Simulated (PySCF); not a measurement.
## Identify the compound

The spectra below were simulated for a compound C₉H₇P.

1H NMR (500 MHz, computed): δ 8.93 (m, 1H), 8.14 (m, 1H), 7.75 (m, 1H), 7.69 (m, 1H), 7.66 (m, 1H), 7.52 (m, 1H), 7.36 (m, 1H).

13C{1H} NMR (computed): δ 152.8 (CH), 145.4 (C), 128.5 (CH), 126.2 (C), 125.7 (CH), 125.0 (CH), 121.8 (CH), 121.8 (CH), 117.9 (CH).

Theoretical values (PySCF 2.14): geometry: PBE0-D3(BJ)/def2-SVP, GIAO KT3/pcSseg-1 shieldings. One conformer, isolated molecule, non-relativistic.

Scale: 1H (31.32 ppm), 13C (182.31 ppm) against TMS (reference shieldings calculated alike).

Question: What is the structure?

Answer: 
- 9 carbon signals for 9 carbons: no two carbons are equivalent.
- Carbon types of the structure: 2 × C, 7 × CH, which accounts for all hydrogens.
- δC 152.8, 128.5, 125.7, 125.0, 121.8, 121.8, 117.9: aromatic CH.
- δC 145.4, 126.2: ring-fusion aromatic carbon.
- δH 8.93, 8.14, 7.75, 7.69, 7.66, 7.52, 7.36: hydrogen on an aromatic CH; it sits in the deshielding region of the aromatic ring current.

The compound is `c1ccc2pcccc2c1`.

The data come from this structure; uniqueness wasn't tested.

Splittings by 31P in the carbon and heteronuclear signals aren't shown, as no couplings were computed. Shifts are as computed, not scaled to solution data. Of 1211 compounds with measured shifts, 218 miss one by over three times the rms of a fit or turn the order of signals round; such compounds aren't used in these exercises. Multiplicities follow the n + 1 count of equivalent neighbours, as no J values were calculated; m marks all less simple cases, F and P coupling included.
